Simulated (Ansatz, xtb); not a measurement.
## Two isomers of C2F4O

We compare I, `O=C(F)C(F)(F)F`, a singlet, with II, `FC1(F)OC1(F)F`, a singlet. Both are isolated molecules in the gas phase, relaxed with PBE0-D4/def2-SVP.

**Question.** Estimate E(II) − E(I) at the level CCSD(T)/def2-SVP + ΔMP2/def2-TZVPP.

**Answer.** Calculated at CCSD(T)/def2-SVP + ΔMP2/def2-TZVPP: E(II) − E(I) = +129.3 kJ/mol, so structure I lies lower.

How the difference moves with the method:

```csv
level,geometry,E(II) − E(I) (kJ/mol),departure from the last row (kJ/mol),"job, with rough time for the two"
GFN2-xTB,GFN2-xTB,+30.9,−98.4,"optimisation, 0.059 s"
HF/STO-3G,GFN2-xTB,+53.7,−75.6,"single point, 0.24 s"
r2SCAN-D4/def2-SVP,GFN2-xTB,+125.6,−3.7,"single point, 2.6 s"
PBE0-D4/def2-SVP,PBE0-D4/def2-SVP,+112.0,−17.3,"optimisation, 16 s"
HF/def2-SVP,PBE0-D4/def2-SVP,+145.0,+15.7,part of the CCSD(T) run
MP2/def2-SVP,PBE0-D4/def2-SVP,+138.2,+8.9,part of the CCSD(T) run
CCSD(T)/def2-SVP,PBE0-D4/def2-SVP,+137.4,+8.1,single point
CCSD(T)/def2-SVP + ΔMP2/def2-TZVPP,PBE0-D4/def2-SVP,+129.3,,"single point, 21 s"
```

As drawn, II has 2 C–O in place of 1 C=O. Structure I has no ring, II a 3-membered ring.

The levels shown agree on the order. The largest departure from CCSD(T)/def2-SVP + ΔMP2/def2-TZVPP is that of GFN2-xTB, 98.4 kJ/mol. The last row adds to CCSD(T) the change of the MP2 difference between the two basis sets, here −8.1 kJ/mol.

With harmonic frequencies from PBE0-D4/def2-SVP (ideal gas, rigid rotor, one conformer each, 298.15 K, 1 atm): on the last row, ΔE + ΔZPE = +130.0 kJ/mol. A mode under 50 cm⁻¹ makes harmonic enthalpies and free energies unreliable, so none is given.

The correlated steps freeze 7 core orbitals. Codes used: Ansatz 0.2.0, xtb 6.7.1; the last row on 2 threads of Arm Neoverse V2 on a shared host.
